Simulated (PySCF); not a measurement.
Two-component Hartree-Fock for Sn¹⁵⁺ (tin, charge +15)

Start: [Ar] 3d10 4s2 4p5; 4p1/2 filled at m_j = -1/2, +1/2; 4p3/2 filled at m_j = -1/2, +1/2, +3/2. Calculated with PySCF 2.14 in an even-tempered Gaussian basis (18 s from 0.75 bohr⁻², ratio 2.8; 14 p from 0.97 bohr⁻², ratio 2.8; 9 d from 1.7 bohr⁻², ratio 2.8; 4 f from 6.7 bohr⁻², ratio 3): generalised Hartree-Fock with the X2C-1e Hamiltonian and a Gaussian nucleus; spin-orbit coupling (SO) screened by Boettger's factors.

```tsv
spinor shell	electrons	ε, screened SO (eV)	weight of nominal j (screened SO)	rms radius, screened SO (bohr)
1s1/2	2	-29712.4	1.000	0.0333
2s1/2	2	-4889.4	1.000	0.136
2p1/2	2	-4581.1	1.000	0.117
3s1/2	2	-1264.4	1.000	0.360
3p1/2	2	-1138.4	1.000	0.352
3p3/2	4	-1093.1	1.000	0.363
3d3/2	4	-872.68	0.999	0.336
3d5/2	6	-863.38	0.999	0.339
4s1/2	2	-467.02	1.000	0.798
4p1/2	2	-418.03	0.984	0.823
4p3/2	3	-407.90	0.989	0.842
```

Problem. Where does 2p3/2 lie, and what is the 2p spin-orbit splitting (screened SO)?

Solution. At -4347.5 eV, 233.60 eV above 2p1/2.

| quantity | screened SO |
| --- | --- |
| E (hartree) | -6092.84855 |
| M_J | 3/2 |
| ⟨J²⟩ | 3.753 |
| ⟨L²⟩ | 2.015 |
| ⟨S²⟩ | 0.764 |

Each row is a mean over spinors that exchange with the open shell spreads, by up to 7.274 eV (4s1/2).

Breit and QED terms are absent; they matter most for the inner s and p1/2 levels.

Densities and radii are taken from the X2C orbitals without a picture-change correction, which distorts them close to the nucleus.
